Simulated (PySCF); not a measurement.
# RuO and its ions

PBE0; PySCF, scalar-relativistic core potentials, basis sets Ru def2-TZVPPD with ECP28, O def2-TZVPPD. Neutral (UKS): quintet (σ ↑, π ↑↑, δ ↑), Re = 1.688 Å, ωe = 933 cm⁻¹, De = 4.79 eV, HOMO -6.46 eV, LUMO -2.82 eV.

RuO⁺ (UKS): quartet (π ↑↑, δ ↑), Re = 1.652 Å, ωe = 1031 cm⁻¹, De = 3.58 eV to Ru⁺ (4d7) + O. The energies at the minima are -169.99035 hartree for RuO and -169.67023 for RuO⁺.

Work out the adiabatic ionisation energy, without and with harmonic zero-point energies (1 hartree = 27.2114 eV, 1 eV = 8065.5 cm⁻¹), and the change of the bond length.

At PBE0: 0.32012 hartree = 8.711 eV between the minima; the zero-point term (1031.0 − 933.0)/2 cm⁻¹ = +0.006 eV makes it 8.717 eV. Re changes by -3.6 pm against the neutral. The electron leaves a σ orbital; in so polar a molecule the change of length follows mostly from the change of the ionic charges.

RuO⁻ (UKS): quartet (π ↑↑, δ ↑), Re = 1.705 Å, ωe = 902 cm⁻¹, De = 4.52 eV to Ru (4d7 5s1) + O⁻. The energies at the minima are -169.99035 hartree for RuO and -170.03142 for RuO⁻.

Work out the adiabatic electron affinity, without and with harmonic zero-point energies (1 hartree = 27.2114 eV, 1 eV = 8065.5 cm⁻¹), and the change of the bond length.

At PBE0: 0.04107 hartree = 1.118 eV between the minima; the zero-point term (933.0 − 902.0)/2 cm⁻¹ = +0.002 eV makes it 1.119 eV. Re changes by +1.7 pm against the neutral. The electron enters a σ orbital; in so polar a molecule the change of length follows mostly from the change of the ionic charges.

The metal atom is held in its measured ground configuration; semilocal functionals can put another filling of s and d lower by some tenths of an eV, and De to that atom would be smaller. These are scalar-relativistic numbers at best; spin–orbit coupling would shift them, the dissociation energy most. For an ion De counts to the pair picked by the measured ionisation energies or electron affinities, which need not be the lowest pair at this level. The highest Kohn–Sham level is positive in this anion. Much of that is self-interaction error, but it also means that the finite basis helps to hold the extra electron. The state is the lowest single determinant that the PBE0 search found; with open d or f shells the true ground state can be another one.
